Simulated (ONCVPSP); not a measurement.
Cutoff test, Hg (Z = 80), ONCV

- Element: mercury (Hg)
- Generator: ONCVPSP 4.0.1
- Type: optimised norm-conserving Vanderbilt (ONCV)
- Functional: BLYP
- Relativity: scalar-relativistic
- Frozen core: [Kr] 4d10 4f14
- Valence charge: 20
- Reference configuration: 5s2 5p6 5d10 6s1 (charge +1)
- Partial waves: 5s+6s: rc 1.70 bohr, ncon 4, nbas 7, qcut 9.1 1/bohr, 2 projectors; 5p: rc 1.70 bohr, ncon 4, nbas 7, qcut 10.2 1/bohr, local; 5d: rc 2.20 bohr, ncon 5, nbas 9, qcut 6 1/bohr, 1 projector
- Local potential: the p channel
- Core correction: none

Problem. For each optimised wave give the share of its norm inside rc, the residual kinetic energy above qcut (Ha) and the cutoffs (Ha) for errors of 10, 1, 0.1 and 0.01 mHa per electron.

Solution.

```tsv
wave	norm inside rc	residual KE	10 mHa	1 mHa	0.1 mHa	0.01 mHa
5s	0.988	8.1e-08	18.5	25.1	29.9	34.0
6s	0.151	1.2e-07	16.8	24.9	30.4	34.8
5p	0.952	4.3e-08	12.6	27.6	35.3	41.0
5d	0.882	3.4e-04	13.6	16.6	34.2	59.7
```

The occupied waves need 28 Ha and 35 Ha for 1 and 0.1 mHa.
